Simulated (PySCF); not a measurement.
In(OH)2(OtBu), SMILES CC(C)([O][In]([OH])[OH])C (GFN2-xTB optimised geometry):

```
19

In     0.058    -1.205     0.000
O      2.025    -1.205     0.000
H      2.403    -2.079    -0.068
O     -0.754    -2.981     0.021
H     -0.117    -3.664     0.226
O     -1.081     0.399     0.000
C     -0.496     1.659    -0.187
C      0.164     1.753    -1.563
C     -1.670     2.648    -0.098
C      0.527     1.958     0.907
H      0.546     2.755    -1.745
H     -0.560     1.496    -2.335
H      0.993     1.041    -1.599
H     -2.403     2.414    -0.865
H     -1.311     3.664    -0.234
H     -2.147     2.558     0.875
H      1.340     1.234     0.832
H      0.057     1.862     1.884
H      0.931     2.962     0.800
```

Calculation: PBE0/def2-SVP, def2 effective core potentials past Kr (PySCF).

Problem. What are the frontier orbital energies and the dipole moment?

Solution. HOMO-2 -8.29 eV, HOMO-1 -7.91 eV, HOMO -7.57 eV, LUMO -1.42 eV, LUMO+1 -0.24 eV; dipole moment 1.86 D.

On the same geometry PBE/def2-SVP, def2 effective core potentials past Kr run with PySCF gives HOMO-2 -6.54 eV, HOMO-1 -6.44 eV, HOMO -5.99 eV, LUMO -2.30 eV, LUMO+1 -0.92 eV; dipole moment 1.75 D.
